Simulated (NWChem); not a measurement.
Molecule: C₅H₅N; SMILES C#CC=C=CN

```xyz
11

C      0.6501     2.9541    -0.0912
C     -0.0009     1.9436     0.0543
C     -0.8019     0.7755     0.2489
C     -0.4424    -0.4411    -0.1144
C     -0.1217    -1.6611    -0.4766
N      0.4684    -2.6548     0.3281
H      1.2363     3.8333    -0.2300
H     -1.7697     0.9352     0.7336
H     -0.3868    -2.0068    -1.4762
H      1.1317    -3.2302    -0.1810
H      0.8985    -2.2840     1.1691
```
Atoms are numbered in this order, from 1.

All runs: NWChem. Coordinates come from a B3LYP/6-31G* (spherical d) optimisation. Vzz is the largest principal value of the second derivative of the potential at the nucleus (NWChem prints the opposite sign); η is the asymmetry. Non-relativistic.

Question: What does the run give for PBE/cc-pVTZ? Quantities: Vzz N6 (a.u.); η N6.

Answer: 
```
Item            Value
-------------  ------
Vzz N6 (a.u.)  -0.960
η N6             0.21
```
